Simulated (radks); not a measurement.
Question: The mean radii <r> (bohr) of the occupied orbitals of an atom or ion are listed with their occupations. Method: Dirac Kohn-Sham, exchange-only LDA, spin-unpolarised, spherical densities, finite nucleus; Fermi nuclear charge, rms radius of each element as measured or else 0.836 A^(1/3) + 0.57 fm; computed with a radial shooting solver on a logarithmic mesh with Libxc functionals.

orbital  occ.      <r>
1s1/2       2  0.03114
2s1/2       2   0.1347
2p1/2       2   0.1142
2p3/2       4   0.1192
3s1/2       2   0.3690
3p1/2       2   0.3605
3p3/2       4   0.3715
3d3/2       4   0.3440
3d5/2       6   0.3475
4s1/2       2   0.9056
4p1/2       2   0.9669
4p3/2       4   0.9968
4d3/2       4    1.249
4d5/2       4    1.262

Name the element and its charge. Open shells, if any, fill j = l - 1/2 first.

Answer: Z = 47, silver, charge +3: Ag3+ in [Kr] 4d8. The 1s radius gives Z: for a bare nucleus <r> = (2 gamma + 1)/(2Z) with gamma = sqrt(1 - (Z/c)^2), 0.03062 bohr for Z = 47, and screening makes it slightly larger (0.03114 here). The occupations add up to 44, and the charge is Z minus that.
